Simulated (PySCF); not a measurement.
Molecule: `C1(C=C)=CC=CC=C1O`, C8H8O.

Geometry (Å), atoms numbered from 1 in this order:
```xyz
17

C     2.8898   -0.2102   -0.3433
C     1.8268    0.5337   -0.0623
C     0.4423    0.0834   -0.0041
C     0.0677   -1.2559   -0.0890
C    -1.2567   -1.6438   -0.0253
C    -2.2483   -0.6900    0.1262
C    -1.9060    0.6468    0.2164
C    -0.5765    1.0404    0.1544
O    -0.2317    2.3560    0.2415
H     3.8781    0.2157   -0.3626
H     2.8271   -1.2611   -0.5684
H     1.9562    1.5882    0.1388
H     0.8327   -2.0080   -0.2001
H    -1.5172   -2.6893   -0.0917
H    -3.2864   -0.9823    0.1769
H    -2.6767    1.3982    0.3372
H    -1.0281    2.8904    0.3454
```

Frames of a GFN2-xTB Langevin trajectory at 200 K; GIAO PBE0/pcSseg-1 shieldings in PySCF 2.14.0 with density-fitted response routines, gas phase, non-relativistic; equivalent atoms averaged within each frame.

References, each an isolated molecule treated in the same way: ¹³C (186.93 ppm), ¹H (31.72 ppm) vs TMS; H2O for ¹⁷O (336.08 ppm). The references are static minima.

Problem. How do the shifts (ppm) fluctuate along the trajectory?

Solution. 
```
         time (fs)     C8     C6     C2     C3     C4     C5     C7     C1     O9   H13
optimised geometry  160.1  134.3  136.9  128.1  129.7  125.4  118.7  116.5  123.7  8.02
               250  163.1  137.5  136.3  131.7  126.3  125.2  120.1  114.8  117.6  7.78
               425  166.5  137.9  139.0  132.8  136.2  127.7  119.9  123.8  127.2  8.69
               625  160.5  128.7  146.1  133.5  135.9  127.3  119.2  118.0  121.9  7.80
               800  158.1  135.9  152.4  137.9  136.7  129.1  118.6  125.8  107.6  7.76
              1000  162.3  136.4  138.0  121.5  127.2  127.9  124.0  121.1  114.1  8.09
    mean of frames  162.1  135.3  142.4  131.5  132.5  127.4  120.4  120.7  117.7  8.02
standard deviation    3.1    3.8    6.8    6.0    5.2    1.4    2.1    4.4    7.5  0.40
```

5 frames give an uncertainty of the mean of about the standard deviation over 2.2 at best, since frames this close in time may not be independent; classical motion lacks zero-point vibration, and the reference would need the same averaging.
